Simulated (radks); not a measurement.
The numbers below are computed, except where a source is named.
All-electron atom: Fe3+ in [Ar] 3d5 (the NIST ground configuration).

Level of theory: scalar-relativistic Kohn-Sham, r2SCAN, spin-unpolarised, spherical densities, finite nucleus; meta-GGA in the generalised Kohn-Sham scheme; Fermi nuclear charge, rms radius 3.7377 fm (a radial shooting solver on a logarithmic mesh with Libxc functionals).

Energy parts (eV):
part                      energy
total                 -34571.279
kinetic                34987.962
electron-nucleus      -81809.904
Hartree                13740.583
exchange-correlation   -1489.920

Orbitals (lengths in bohr, moments of r in powers of bohr; <r^-3> diverges for s and p1/2; r(max) is where P^2 peaks; r(90%) holds 90 % of the orbital's charge):
orbital  occ.  eigenvalue (eV)  <r^-3>   r(max)  r(90%)
1s          2        -7061.473       -  0.03827   0.104
2s          2        -867.1839       -   0.2221   0.413
2p          6        -743.0356   481.3   0.1799   0.385
3s          2        -134.4136       -   0.6984    1.20
3p          6         -98.8351   60.75   0.7107    1.30
3d          5         -43.0994   5.671   0.6985    1.65

The highest occupied level is 3d at -43.099 eV. The density falls to 0.001 e/bohr^3 at r = 2.73 bohr.
